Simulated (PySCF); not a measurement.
Al(F)(Me)(vinyl) (C3H6AlF), SMILES [CH3][Al]([CH]=C)[F].

Coordinates come from a B3LYP-D3(BJ)/def2-SVP optimisation. The structure was generated by enumeration; whether it is a known compound was not checked. Other conformers were not sampled.

These are B3LYP-D3(BJ)/def2-SVP run with PySCF values and carry that method's errors.

Frequencies are harmonic and unscaled.

Q: Give all harmonic wavenumbers and intensities. (The exact figures need the calculation; the answer reports its results.)

A: 
```
mode  ν (cm⁻¹)  IR (km/mol)  Raman (Å⁴/amu)  depolarisation  moving atoms (share of kinetic energy)
----  --------  -----------  --------------  --------------  --------------------------------------
1           45          0.0             0.1            0.75                                  H 98 %
2           79          0.9             6.7            0.75                  C 49 %, H 31 %, F 15 %
3          120          1.2             2.3            0.61                 C 55 %, H 28 %, Al 10 %
4          205         17.6             0.4            0.72         F 43 %, C 23 %, H 19 %, Al 15 %
5          210         14.4             1.3            0.75                 Al 48 %, H 35 %, F 10 %
6          298          7.7             3.2            0.61         C 53 %, H 18 %, F 17 %, Al 12 %
7          453         29.5            10.1            0.75                          H 69 %, C 25 %
8          548          0.9            20.4            0.10                  C 69 %, H 20 %, F 10 %
9          647         71.2             0.6            0.75                  H 71 %, C 20 %, Al 9 %
10         679          9.4             1.1            0.52                          H 66 %, C 25 %
11         720        154.4             1.0            0.70                 Al 47 %, C 32 %, H 20 %
12         868        146.7             0.7            0.73                         Al 48 %, F 46 %
13         996         15.4             2.6            0.53                          H 87 %, C 12 %
14        1000         28.7             0.2            0.75                          H 73 %, C 27 %
15        1062          9.2             0.4            0.75                                  H 92 %
16        1222         29.3             1.7            0.08                          H 79 %, C 21 %
17        1268          4.0             8.9            0.19                          H 71 %, C 29 %
18        1420         13.0            21.7            0.46                          H 81 %, C 18 %
19        1428          8.1            13.3            0.71                                  H 93 %
20        1429          0.9             8.0            0.75                                  H 95 %
21        1643         17.6            13.3            0.06                          C 80 %, H 19 %
22        3019          2.3           131.9            0.02                                  H 97 %
23        3093         20.6            94.4            0.19                                  H 95 %
24        3100          5.1           106.4            0.75                           H 91 %, C 9 %
25        3116          5.5           174.0            0.31                           H 92 %, C 8 %
26        3117          9.5            78.5            0.67                           H 91 %, C 9 %
27        3176         17.2            91.2            0.61                          H 89 %, C 11 %
```
